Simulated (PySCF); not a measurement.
**BeTl: one state, many levels of theory**

State: ²Π (doublet), unpaired electrons π ↑. Set-up: Be aug-cc-pVDZ, Tl aug-cc-pVDZ-PP with ECP60; scalar-relativistic core potentials (PySCF 2.14). De refers to Be + Tl in their high-spin ground configurations, without counterpoise correction. The functionals are run spin-unrestricted. A positive dipole means Be(−)Tl(+). Levels whose curve was spin-contaminated or gave no clean fit are not listed.

```
      Level  Re (Å)  ωe (cm⁻¹)  De (eV)  μ (D)  CPU s a point (SCF and correlation, without the integrals)
    UHF-MP2   2.573        320    0.388    n/a                                                        0.22
UHF-SCS-MP2   2.611        286    0.264    n/a                                                         n/a
   UHF-CCSD   2.689        227    0.258    n/a                                                         n/a
UHF-CCSD(T)   2.641        261    0.359    n/a                                                         5.1
        PBE   2.589        303     0.77   0.86                                                        0.33
       BP86   2.594        298     0.71   0.76                                                        0.22
       TPSS   2.594        301     0.71   1.06                                                        0.53
     r²SCAN   2.566        314     0.75   0.66                                                        0.58
       PBE0   2.593        300     0.63   0.73                                                        0.66
     B2PLYP   2.617        283    0.444   0.47                                                        0.42
```

The bond length runs from 2.566 Å (r²SCAN) to 2.689 Å (UHF-CCSD). De spans 0.26 eV (UHF-CCSD, coupled cluster) to 0.77 eV (PBE, GGA).

Correlated steps freeze 4 core orbitals. Correlated levels converge slowly with the basis: in double zeta they bind strong bonds too weakly, by up to about 1 eV, and carry superposition errors of some tenths. These are scalar-relativistic numbers at best; spin–orbit coupling would shift them, the dissociation energy most. B2PLYP dipoles, levels and charges come from its SCF part alone. The state is the lowest determinant that a PBE0 search found; another state may lie lower at other levels.

The whole job (state search and all levels along the bond) took about 1.8 min on 1 thread of AMD EPYC 9R45 96-Core (shared host), peak memory 0.77 GiB.
